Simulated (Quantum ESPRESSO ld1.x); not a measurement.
The numbers below are computed, except where a source is named.
Task: This ld1.x (Quantum ESPRESSO 7.5) run is given with its output. Can the result be used, and if not, why?

```
 &input
    atom='Ca',
    iswitch=1,
    rel=0,
    dft='SL1-NOC',
    config='[Ar] 3d1 4s2',
    verbosity='high',
    prefix='ld1',
    max_out_wfc=37,
    file_charge='ld1.rho',
 /
```

```
     Program LD1 v.7.5 starts

     Message from routine scf:
     warning: at least one error in KS equations
     --------------------------- All-electron run ----------------------------

     atomic number is 20.00
     dft =SL1-NOC   lsd =0 sic =0 latt =0  beta=0.20 tr2=1.0E-14
     Exchange-correlation= SL1-NOC
                           (   2   0   0   0   0   0   0)
     mesh =1827 r(mesh) = 100.71228 a.u. xmin = -7.00 dx = 0.00800
     1 Ry =  13.60569312 eV

     n l     nl                  e(Ry)          e(Ha)          e(eV)
     1 0     1S 1( 2.00)    -292.701930154    -146.350965077  -3982.4126382
     2 0     2S 1( 2.00)     -30.730616729     -15.365308364   -418.1113407
     2 1     2P 1( 6.00)     -25.288072076     -12.644036038   -344.0617483
     3 0     3S 1( 2.00)      -3.049613444      -1.524806722    -41.4921047
     3 1     3P 1( 6.00)      -1.677358588      -0.838679294    -22.8216262
     3 2     3D 1( 1.00)      -0.000000000      -0.000000000     -0.0000000
     4 0     4S 1( 2.00)      -0.000000000      -0.000000000     -0.0000000

     final scf error:  4.7E-15 reached in  43 iterations

     Etot =   -1381.591533 Ry,    -690.795767 Ha,  -18797.510426 eV

     Ekin =    1380.788905 Ry,     690.394453 Ha,   18786.590113 eV
     Encl =   -3262.281447 Ry,   -1631.140723 Ha,  -44385.600243 eV
     Eh   =     600.301439 Ry,     300.150720 Ha,    8167.517165 eV
     Exc  =    -100.400432 Ry,     -50.200216 Ha,   -1366.017461 eV
```

Result: No. The residual met the threshold, but the solution is spurious: in the last iteration no bound solution was found for 3d, 4s (the eigenvalue is printed as zero or positive). The species is Ca- with 21 electrons. In a local or semilocal functional the extra electron of a negative ion sees its own charge, the potential lacks the -1/r tail, and the highest level tends to rise to zero. The printed total energy is meaningless.
